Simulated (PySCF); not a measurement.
# LiI, CCSD: how much the basis matters

PySCF, RHF reference; singlet, unpaired electrons none; De to Li + I without counterpoise correction. Frozen cores follow the default of each basis and core potential.

```csv
basis,relativity,functions,Re (Å),ωe (cm⁻¹),De (eV),frozen orbitals
def2-SVP,scalar-relativistic core potentials,35,2.412,491,3.40,4
cc-pVDZ/cc-pVDZ-PP,scalar-relativistic core potentials,37,2.440,492,3.49,4
def2-SVPD,scalar-relativistic core potentials,47,2.435,475,3.56,4
aug-cc-pVDZ/aug-cc-pVDZ-PP,scalar-relativistic core potentials,55,2.425,467,3.60,4
def2-TZVPP,scalar-relativistic core potentials,69,2.407,495,3.58,4
```

(1) How does each smaller set differ from the one with most functions, def2-TZVPP?

Measured (Huber and Herzberg, Constants of Diatomic Molecules (1979)): Re = 2.391924 Å, ωe = 498.16 cm⁻¹. Correlated steps freeze 4 core orbitals. Correlated levels converge slowly with the basis: in double zeta they bind strong bonds too weakly, by up to about 1 eV, and carry superposition errors of some tenths. These are scalar-relativistic numbers at best; spin–orbit coupling would shift them, the dissociation energy most. Where the molecule has an RHF reference, its open-shell atoms are computed with UHF.

Results:

(1) def2-SVP: +0.5 pm, -0.8 % in ωe, -0.18 eV in De; cc-pVDZ/cc-pVDZ-PP: +3.3 pm, -0.6 % in ωe, -0.09 eV in De; def2-SVPD: +2.8 pm, -4.0 % in ωe, -0.02 eV in De; aug-cc-pVDZ/aug-cc-pVDZ-PP: +1.8 pm, -5.7 % in ωe, +0.02 eV in De. All at CCSD; the set with most functions is neither the basis-set limit nor always the best.
